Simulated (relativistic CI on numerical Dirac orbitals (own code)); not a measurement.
**What each ingredient does to the levels of Ca3+**

Base calculation: Dirac-Coulomb-Breit CI, separate exchange-only KLI orbitals for each configuration, a model potential for QED, valence Slater integrals scaled by 0.85, P86 correlation energy added to each configuration.

Configuration list (outside the closed core [Ne]): 3s2 3p5, 3s 3p6, 3s2 3p4 3d, 3s 3p5 3d, 3s2 3p4 4s, 3s2 3p4 4p, 3s2 3p4 4d, 3s2 3p4 5s, 3s2 3p4 4f, 3s2 3p4 5p, 3s2 3p4 5d, 3s2 3p4 6s, 3s2 3p4 5f, 3s2 3p4 6p, 3s2 3p4 5g, 3p6 3d, 3s2 3p4 6d, 3s 3p4 3d2, 3s 3p5 4s, 3s 3p5 4p, 3s 3p5 4d, 3s 3p5 5s, 3s 3p5 4f, 3s 3p5 5p, 3s2 3p3 3d 4p, 3s 3p5 5d, 3s 3p5 6s, 3s2 3p3 3d2, 3s2 3p2 3d3, 3s 3p3 3d3, 3s2 3p2 3d2 4s, 3s2 3p2 3d2 4p, 3s2 3p2 3d2 4d, 3p5 3d2, 3p4 3d3, 3p4 3d2 4s, 3p4 3d2 4p, 3p4 3d2 4d, 3s2 3p3 3d 4s, 3s 3p3 3d2 4s, 3s2 3p2 3d 4s2, 3s2 3p2 3d 4s 4p, 3s2 3p2 3d 4s 4d. Double excitations out of closed p, d and f shells are left out; levels of such configurations are missing from the list, as are those of other unlisted configurations, and high levels can miss mixing partners. These lack a partner that the ground configuration has and come out too high: 3s2 3p4 5s, 3s2 3p4 4f, 3s2 3p4 5p, 3s2 3p4 5d, 3s2 3p4 6s.

Variants: (1) Slater integrals left unscaled; (2) valence Slater integrals scaled by 0.75; (3) non-relativistic limit. Shifts of the energy above 3s2 3p5 2P°_3/2, in cm⁻¹, for the lowest level and the first level of each name with at least 55 % of one term (blank where a level changes its place among those of its configuration and J or its character, or is not in the variant):

```
            Level      Base     Δ(1)     Δ(2)     Δ(3)  Measured
  3s2 3p5 2P°_3/2       0.0      0.0      0.0      0.0       0.0
  3s2 3p5 2P°_1/2    3092.6    -12.6     +7.5  -3092.6    3118.2
    3s 3p6 2S_1/2  159710.2  -8735.3  +5866.3  -3969.8  152439.6
3s2 3p4 3d 4D_7/2  206784.5  -4818.9  +3279.4  -1696.4          
3s2 3p4 3d 4D_5/2  207033.3  -4812.9  +3273.1  -1945.2          
3s2 3p4 3d 4D_3/2  207328.4  -4821.7  +3279.5  -2240.2          
3s2 3p4 3d 4D_1/2  207559.6  -4834.2  +3289.8  -2471.5          
3s2 3p4 3d 4F_9/2  223353.6  -1651.7  +1185.4   -912.2          
3s2 3p4 3d 4F_7/2  224446.7  -1673.5  +1202.0  -2005.2  219467.0
3s2 3p4 3d 2P_1/2  225169.2  -1763.2  +1202.1   -759.8          
3s2 3p4 3d 4F_5/2  225226.7  -1682.2  +1208.3  -2785.3          
3s2 3p4 3d 4F_3/2  225730.0  -1679.8  +1204.9  -3288.6          
3s2 3p4 3d 2P_3/2  227101.0  -1746.3  +1184.5  -2691.6          
3s2 3p4 3d 4P_1/2  231192.5   -625.7   +452.3  -1140.7
```

Correlation outside the listed configurations is missing or only estimated: errors of thousands of cm⁻¹ between configurations and terms are usual at this charge. Rates and lifetimes follow the computed energies and can be off by large factors. The fine structure of a lone outer electron comes out too small, for d and f at times inverted, and misplaced configurations move strength between like terms. 25 of the 27 excited levels that our extract of the measured tables holds in this range could be paired (the sources list more); they are missed by 8733 cm⁻¹ on average and 13389 at most, and levels without a partner can miss by more.

Measured levels: Sugar and Corliss, J. Phys. Chem. Ref. Data 8, 865 (1979).

Ionisation energy from the two ground configurations alone: base 67.24 eV; Slater integrals left unscaled 67.05 eV; valence Slater integrals scaled by 0.75 67.36 eV. The NIST ASD value (semi-empirical) is 67.2732 eV.
